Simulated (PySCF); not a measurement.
Ge(H)(I)3, SMILES [GeH]([I])([I])[I], singlet, PBE0/def2-SVP optimised geometry.

```
5

Ge    -0.82    -0.82     0.00
I     -1.68    -2.06     2.01
I      1.69    -0.82     0.00
I     -1.69     1.53     0.00
H     -1.32    -1.53    -1.27
```

Density from PBE0/def2-TZVP, def2 effective core potentials past Kr run with PySCF at that geometry. The core electrons that the potentials of I replace are not part of the density.

Minimum of the electron density along straight lines between bonded atoms, close to the bond critical point (lines longer than 1.1 times the sum of covalent radii, or with two minima, are not listed):

| bond | length / Å | ρ at the minimum / e bohr⁻³ | ∇²ρ there / e bohr⁻⁵ | position (fraction from the first atom) |
|---|---|---|---|---|
| Ge1–I2 | 2.510 | 0.083 | -0.03 | 0.43 |
| Ge1–I3 | 2.510 | 0.083 | -0.03 | 0.43 |
| Ge1–I4 | 2.510 | 0.083 | -0.03 | 0.43 |
| Ge1–H5 | 1.535 | 0.137 | 0.02 | 0.59 |
